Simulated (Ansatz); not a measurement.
Frontier orbitals of C2H6F3MoNO, SMILES `C[N]=[Mo]([F])([F])([F])[O]C`.

Cartesian coordinates in Å:
```
C 0.7953 -1.0224 2.0096
N 0.5631 0.0395 1.1063
Mo 0.3099 1.2538 -0.0289
F 1.4484 0.6346 -1.3985
F 1.6480 2.5307 0.2313
F -0.8468 2.4413 0.8173
O -1.0567 0.6739 -1.1250
C -1.3104 -0.4435 -1.9271
H 1.4421 -1.7697 1.5398
H 1.2849 -0.6446 2.9116
H -0.1513 -1.4943 2.2885
H -0.4267 -0.6563 -2.5379
H -1.5407 -1.3160 -1.3077
H -2.1590 -0.2269 -2.5792
```

Total charge 0; spin multiplicity 1. Correlated methods include outer-core shells of Mo, which these sets cover unevenly. Mo takes the def2 core potential. The structure was optimised at the PBE0-D4/def2-TZVP level. It is one conformer, not always the lowest. Basis def2-TZVPP, the Gaussian-basis code of Ansatz.

| functional | HOMO (eV) | LUMO (eV) | gap (eV) |
| --- | --- | --- | --- |
| PBE | -7.08 | -3.85 | 3.23 |
| PBE0 | -8.57 | -3.16 | 5.41 |
| BHLYP | -10.00 | -2.26 | 7.74 |
| ωB97X-V | -10.93 | -0.93 | 10.00 |
| ωB97M-V | -10.85 | -0.96 | 9.89 |

From PBE to PBE0 the HOMO moves by −1.50 eV and the LUMO by +0.69 eV, and with ωB97M-V by −3.78 and +2.89 eV, so the gap grows from 3.23 to 9.90 eV with exact exchange.
